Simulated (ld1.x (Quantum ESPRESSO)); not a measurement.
## An all-electron radial function and its pseudo partner (La (Z = 57))

Columns: radius, all-electron u(r) and pseudo u(r) of the 4f shell (level -3.55 eV) of lanthanum in the configuration [Kr] 4d10 4f0 5s2 5p6 5d1.5 6s1.5 6p0; PBEsol, scalar-relativistic, TM scheme, ld1.x (Quantum ESPRESSO) 7.5.

| r (bohr) | all-electron | pseudo |
| --- | --- | --- |
| 0.192 | 0.1892 | 0.0999 |
| 0.385 | 0.6177 | 0.6171 |
| 0.578 | 0.8633 | 0.8803 |
| 0.770 | 0.9142 | 0.9142 |
| 0.962 | 0.8649 | 0.8649 |
| 1.155 | 0.7780 | 0.7780 |
| 1.348 | 0.6837 | 0.6837 |
| 1.540 | 0.5939 | 0.5939 |
| 1.732 | 0.5123 | 0.5123 |
| 1.925 | 0.4400 | 0.4400 |
| 2.118 | 0.3774 | 0.3774 |
| 2.310 | 0.3241 | 0.3241 |
| 2.502 | 0.2786 | 0.2786 |
| 2.695 | 0.2400 | 0.2400 |
| 2.888 | 0.2072 | 0.2072 |
| 3.080 | 0.1797 | 0.1797 |
| 3.272 | 0.1564 | 0.1564 |
| 3.465 | 0.1364 | 0.1364 |
| 3.658 | 0.1194 | 0.1194 |
| 3.850 | 0.1049 | 0.1049 |
| 4.043 | 0.0923 | 0.0923 |
| 4.235 | 0.0814 | 0.0814 |
| 4.428 | 0.0720 | 0.0720 |
| 4.620 | 0.0637 | 0.0637 |
| 4.812 | 0.0565 | 0.0565 |
| 5.005 | 0.0501 | 0.0501 |

Question: How many radial nodes do the two functions have?

Answer: The all-electron 4f function has n − l − 1 = 0; the pseudo-wave has 0.

Question: At about which radius was the pseudo-wave matched?

Answer: 0.80 bohr, where the columns begin to agree (steps of 0.19 bohr).

Question: Is the pseudo-wave norm-conserving?

Answer: Yes: the TM scheme keeps the norm inside the radius equal to the all-electron one, which fixes the energy derivative of the logarithmic derivative at the level.
